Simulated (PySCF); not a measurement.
# Ionisation energy of Fe⁺ by level of theory

Fe⁺ [Ar] 3d6 4s1 (6D) → Fe²⁺ [Ar] 3d6 (5D), as a difference of total energies. All numbers are calculated (PySCF 2.14, the spin-free X2C one-electron Hamiltonian (Gaussian nucleus), in x2c-TZVPPall with one added diffuse shell each of s, p, d, f type (7s6p5d3f1g, 80 functions)). Correlated levels: valence: [Ar] frozen. The calculations carry no spin-orbit coupling.

```tsv
method	ionisation energy (eV)	difference from reference (eV)
UHF	15.302	-0.897
MP2 (valence)	15.888	-0.311
SCS-MP2 (valence)	15.641	-0.558
CCSD (valence)	15.908	-0.291
CCSD(T) (valence)	15.943	-0.256
```

Reference: 16.199 eV (measured; NIST Atomic Spectra Database, ionization energies).

The reference lies between the lowest fine-structure levels, while these numbers refer to the centres of the terms.

Errors of the correlated levels include the incompleteness of this basis and the frozen core.
